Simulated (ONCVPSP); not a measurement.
## dysprosium (Dy): ONCV pseudisation with PBE, scalar-relativistic reference atom.

| Property | Result |
| --- | --- |
| Element | Dy |
| Generator | ONCVPSP 4.0.1 |
| Type | optimised norm-conserving Vanderbilt (ONCV) |
| Functional | PBE |
| Relativity | scalar-relativistic |
| Frozen core | [Kr] 4d10 |
| Valence charge | 20 |
| Reference configuration | 4f10 5s2 5p6 6s1.5 (charge +0.5) |
| Partial waves | 5s+6s: rc 2.10 bohr, ncon 4, nbas 8, qcut 6.5 1/bohr, 3 projectors, debl 0.9 Ha; 5p: rc 2.20 bohr, ncon 3, nbas 7, qcut 7.8 1/bohr, 1 projector; d scattering state at 0.39 Ha: rc 2.05 bohr, ncon 3, nbas 8, qcut 4.5 1/bohr, 2 projectors, debl 1.1 Ha; 4f: rc 1.25 bohr, ncon 4, nbas 8, qcut 14.6 1/bohr, 1 projector |
| Local potential | polynomial inside 1.20 bohr (lpopt 5, dvloc0 3 Ha) |
| Core correction | polynomial model core, fcfact 0.25 |

In the d channel the program set the typed energies aside and used 0.050, 1.150 Ha.

(1) Does this generation succeed?

## Answers

(1) No. ONCVPSP 4.0.1 stopped with "sratom123: lschfb convergence ERROR n,l,iter= 4 3 4": the all-electron bound-state solver failed for one shell.
